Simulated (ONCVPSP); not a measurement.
# Before and after: ONCV potential for titanium (Ti)

ONCVPSP 4.0.1 input, shortened (lines: element, Z, core and valence counts, functional; n l f; lmax; l rc ep ncon nbas qcut; lloc lpopt rc5 dvloc0; l nproj debl; icmod fcfact rcfact), LDA (Perdew-Zunger), scalar-relativistic:

```
  Ti 22.00    3    4        3      upf
    1    0    2.00
    2    0    2.00
    2    1    6.00
    3    0    2.00
    3    1    6.00
    3    2    2.00
    4    0    2.00
    2
    0    1.55    0.00    3    7    6.60
    1    1.35    0.00    4    7    8.60
    2    2.00    0.00    4    9    8.60
    4    5    1.25    0.00
    0    2    3.60
    1    3    3.50
    2    2    0.90
    2    0.50    0.65
```

Change: fully relativistic.

Cutoffs: the cutoffs (Ha) at which the residual kinetic energy of the hardest occupied pseudo-wave falls to 1 and 0.1 mHa per electron; they do not see the model core or the augmentation charge, which bear on the density cutoff. Errors are all-electron minus pseudo energies relative to the spin-unpolarised reference configuration.

Question: What does the change do?

Answer: The potential gets neither clearly harder nor softer (25 Ha and 29 Ha → 25 Ha and 29 Ha); of the 4 tests that both files solve, the error grows in 0 and shrinks in 1 by more than 15 % and 0.3 meV (median size 9.9 → 10.2 meV); neither file shows a bound ghost.

| quantity | base | changed |
| --- | --- | --- |
| cutoff, loose | 25 Ha | 25 Ha |
| cutoff, tight | 29 Ha | 29 Ha |
| loose cutoff by channel | s 15 Ha, p 20 Ha, d 25 Ha | s 15 Ha, p 20 Ha, d 25 Ha |
| bound ghosts | none | none |
| GHOST(+) flags under 300 eV | none | none |
| error for 3s2 3p6 3d2 4s1, meV [ΔE 7.54 eV] | -0.2 | +0.4 |
| error for 3s2 3p6 3d2 4s0, meV [ΔE 21.34 eV] | -1.1 | +0.4 |
| error for 3s2 3p6 3d1 4s0, meV [ΔE 48.53 eV] | +75 | +76 |
| error for 3s2 3p6 3d3 4s1, meV [ΔE 1.06 eV] | +19 | +20 |
| s: phases at 1.57 bohr within 0.05 rad from the reference energy up to (Ha; the scan ends near 5) | to the end of the scan | to the end of the scan |
| rms error of d²Exc/dni dnj with the model core, mHa | 1.00 | 5.23 |
